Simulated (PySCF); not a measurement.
C₂H₅O, SMILES [CH2]CO, multiplicity 2. Atoms are numbered in the order given.

```xyz
8

C      1.2342     0.2327     0.0434
C     -0.0381    -0.5073     0.1640
O     -1.1609     0.2423    -0.2575
H      1.3778     0.9127    -0.7878
H      2.0811    -0.0076     0.6735
H     -0.0337    -1.3992    -0.4796
H     -0.1680    -0.8751     1.1928
H     -1.1464     1.0780     0.2170
```
Charge 0, spin multiplicity 2.

The structure is a stationary point at PBE0-D3(BJ)/def2-TZVP. The isomer is the one that the SMILES or the coordinates give; other isomers of the formula were not compared. One conformer was computed; it need not be the lowest.

Calculation: PySCF with SMD-B3LYP/def2-SVP.

Solvation free energies are E(SMD) − E(gas) at the gas-phase geometry, for 1 M in both phases. In vacuum the dipole moment is 1.47 D.

Question: Estimate the solvation free energies in water, 2-propanol, ethylethanoate. (Estimate from the structure and the level; the computed values follow.)

Answer: 
```json
[
 {"solvent": "water", "ΔG(solv) (kcal/mol)": "-3.3", "its non-electrostatic (CDS) part": "2.9", "dipole (D)": "1.88"},
 {"solvent": "2-propanol", "ΔG(solv) (kcal/mol)": "-4.3", "its non-electrostatic (CDS) part": "0.8", "dipole (D)": "1.79"},
 {"solvent": "ethylethanoate", "ΔG(solv) (kcal/mol)": "-2.8", "its non-electrostatic (CDS) part": "-0.6", "dipole (D)": "1.63"}
]
```
